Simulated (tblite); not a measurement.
Species: C6H14OSSi.
Cartesian coordinates in Å at the GFN2-xTB level; atoms count from 1:
```
atom  x, y, z in Å
C1    -2.943   -0.009    1.234
C2    -2.101    0.246   -0.006
O3    -0.784    0.534    0.408
C4     0.101    0.997   -0.594
C5     0.472   -0.112   -1.584
C6     1.096   -1.263   -0.786
Si7    1.821   -0.399    0.753
S8     3.970   -0.600    0.914
C9     1.365    1.345    0.179
H10   -2.521   -0.835    1.799
H11   -2.949    0.874    1.867
H12   -3.962   -0.253    0.948
H13   -2.120   -0.640   -0.658
H14   -2.504    1.098   -0.576
H15   -0.344    1.860   -1.117
H16   -0.397   -0.442   -2.156
H17    1.195    0.298   -2.290
H18    1.820   -1.805   -1.392
H19    0.326   -1.975   -0.494
H20    1.241   -0.813    2.027
H21    3.969   -1.918    1.022
H22    1.135    2.036    0.984
H23    2.109    1.804   -0.469
```

Calculated harmonic vibrations of the isolated species, GFN2-xTB (tblite), most abundant isotopes, no scaling. Against measured fundamentals such values can be off by several per cent, at times by over 20. Modes of hydrogen on silicon and sulfur can be 10 to 20 % off. One conformer, not necessarily the lowest.

Harmonic wavenumbers (cm⁻¹): 35.0, 51.9, 68.9, 111.0, 127.7, 148.7, 190.2, 201.5, 231.6, 333.1, 339.2, 419.1, 472.9, 521.7, 573.3, 644.6, 662.9, 689.9, 730.4, 756.4, 782.9, 826.8, 839.0, 894.4, 916.1, 930.0, 1009.1, 1027.7, 1059.5, 1094.2, 1109.7, 1135.2, 1144.0, 1154.2, 1186.6, 1224.0, 1255.6, 1257.3, 1286.4, 1302.4, 1323.0, 1346.8, 1400.2, 1454.0, 1471.5, 1475.0, 1494.1, 1495.5, 1498.5, 2288.0, 2481.4, 2832.3, 2845.6, 2879.3, 2971.4, 2989.7, 2997.4, 3007.6, 3009.8, 3037.0, 3046.6, 3050.2, 3054.0.

A = 2463, B = 588.8, C = 563.4 MHz; mass 162.053 u (most abundant isotopes); point group C1, symmetry number 1.

Task: What is the zero-point energy?

Result: Half the sum of the wavenumbers: 41097 cm⁻¹ = 491.63 kJ/mol.

Task: Entropy at 200 K, 1 bar (ideal gas, RRHO, classical rotation)?

Result: Translation 164.01, rotation 122.02, vibration 108.57: S = 394.6 J/(mol K).

Task: And Cp and H(200 K) − H(0)?

Result: Cp = 138.61 J/(mol K), of which vibrations give 105.35 (their classical limit is 63 R = 523.8); H(200 K) − H(0) = 17.94 kJ/mol without the zero-point energy, 11.29 from vibrations.

Task: Blend soft modes into free rotors: weight 1/[1 + (100 cm⁻¹/ν̃)⁴] for the oscillator and the rest for a rotor with moment μB/(μ + B), μ = h/(8π²ν), B = 10⁻⁴⁴ kg m². What vibrational entropy results?

Result: 98.37 J/(mol K) in place of 108.57, which changes −T·S at 200 K by +2.04 kJ/mol.

Task: Which modes carry the vibrational entropy at 200 K?

Result: 35.0 cm⁻¹: 19.80; 51.9 cm⁻¹: 16.55; 68.9 cm⁻¹: 14.23; 111.0 cm⁻¹: 10.40; 127.7 cm⁻¹: 9.31; 148.7 cm⁻¹: 8.14 J/(mol K); the other 57 give 30.13 together.

Task: How do the functions run with temperature in this model?

Result: 
| T (K) | S (J/(mol K)) | Cp (J/(mol K)) | H − H(0) (kJ/mol) | G − H(0) (kJ/mol) | ln q(vib) |
| --- | --- | --- | --- | --- | --- |
| 100 | 316.2 | 93.2 | 6.37 | -25.25 | 2.74 |
| 300 | 460.3 | 189.7 | 34.32 | -103.77 | 9.58 |
| 500 | 580.4 | 284.1 | 82.14 | -208.05 | 15.98 |
| 800 | 735.8 | 376.4 | 182.44 | -406.22 | 25.12 |
| 1000 | 824.4 | 416.6 | 261.94 | -562.42 | 30.80 |

q(vib) and H(0) count from the zero-point level.

Hindered rotation and anharmonicity are outside this model. Other conformers, if any are populated, would add a mixing term that is left out. The structure is chiral; the term R ln 2 for an equal mix with its mirror image is left out.

Time: 2.2 s wall. Hardware: one thread, Arm Neoverse N1 (aarch64), on a shared host. The figure is for the frequency step alone.
